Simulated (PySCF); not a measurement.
**UHF on Mg+ (magnesium, charge +1)**

Configuration: [Ne] 3s1, 2S determinant. Computed with PySCF 2.14 in cc-pVDZ-DK (4s3p1d, 18 functions), with the spin-free X2C one-electron Hamiltonian (Gaussian nucleus).

```json
{
 "Total energy": "-199.670405 hartree",
 "One-electron energy": "-276.0275 hartree",
 "Hartree (Coulomb) energy": "92.2518 hartree",
 "Exchange energy": "-15.8948 hartree",
 "⟨S²⟩": "0.7501",
 "⟨L²⟩": "0.000",
 "Sum of ⟨r⟩": "8.605 bohr",
 "Sum of ⟨r²⟩": "14.13 bohr²",
 "Langevin diamagnetic susceptibility": "-11.2 ×10⁻⁶ cm³/mol",
 "Time after the integrals": "0.03 s of wall time on 1 thread of Intel(R) Xeon(R) 6975P-C (shared host)"
}
```

```
shell  electrons  mean orbital energy (eV)  rms radius, mean of both spins (bohr)
 1s α          1                   -1345.8                                  0.151
 1s β          1                   -1345.6                                  0.151
 2s α          1                   -111.91                                  0.754
 2s β          1                   -111.50                                  0.754
 2p α          3                   -71.067                                  0.772
 2p β          3                   -70.919                                  0.772
 3s α          1                   -14.744                                   3.06
```
